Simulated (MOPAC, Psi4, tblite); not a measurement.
Approach curve of the dimer O2S ··· H2Se (SMILES O=S=O and [SeH2]). Monomers: optimised at B3LYP-D3(BJ) (def2-TZVP), held rigid. Orientation: lowest of the rigid-body minima from ten starts at GFN2-xTB. Only R, the distance of the centres of mass, is varied, so the lowest point isn't the relaxed dimer.

Levels of theory: AM1, restricted, heats of formation (MOPAC); PM3, restricted, heats of formation (MOPAC); GFN2-xTB (tblite); SAPT0/jun-cc-pVDZ, frozen core (Psi4).

Interaction energies in kcal/mol; the last columns give the difference from SAPT0:

```
R / Å    AM1    PM3  GFN2-xTB  SAPT0/jun-cc-pVDZ  AM1 − SAPT0/jun-cc-pVDZ  PM3 − SAPT0/jun-cc-pVDZ  GFN2-xTB − SAPT0/jun-cc-pVDZ
-----  -----  -----  --------  -----------------  -----------------------  -----------------------  ----------------------------
3.56    3.98  -4.10     -2.19              12.33                    -8.35                   -16.42                        -14.52
3.76    0.67  -4.79     -5.65               4.42                    -3.75                    -9.21                        -10.07
3.93   -0.58  -4.58     -6.28               1.05                    -1.62                    -5.62                         -7.32
4.13   -0.70  -3.24     -5.69              -0.78                     0.08                    -2.46                         -4.92
4.35   -0.47  -1.83     -4.50              -1.43                     0.96                    -0.40                         -3.07
4.62   -0.32  -0.88     -3.10              -1.45                     1.13                     0.57                         -1.65
4.94   -0.27  -0.42     -1.88              -1.16                     0.89                     0.73                         -0.72
5.46   -0.21  -0.20     -0.82              -0.71                     0.50                     0.51                         -0.11
6.15   -0.14  -0.11     -0.32              -0.37                     0.24                     0.26                          0.06
7.12   -0.07  -0.06     -0.11              -0.18                     0.10                     0.11                          0.06
8.44   -0.04  -0.04     -0.04              -0.08                     0.04                     0.04                          0.04
```

AM1 is furthest from SAPT0/jun-cc-pVDZ at 3.56 (-8.35 kcal/mol, below); its mean absolute difference over the points is 1.61 kcal/mol.

PM3 is furthest from SAPT0/jun-cc-pVDZ at 3.56 (-16.42 kcal/mol, below); its mean absolute difference over the points is 3.31 kcal/mol.

GFN2-xTB is furthest from SAPT0/jun-cc-pVDZ at 3.56 (-14.52 kcal/mol, below); its mean absolute difference over the points is 3.87 kcal/mol.
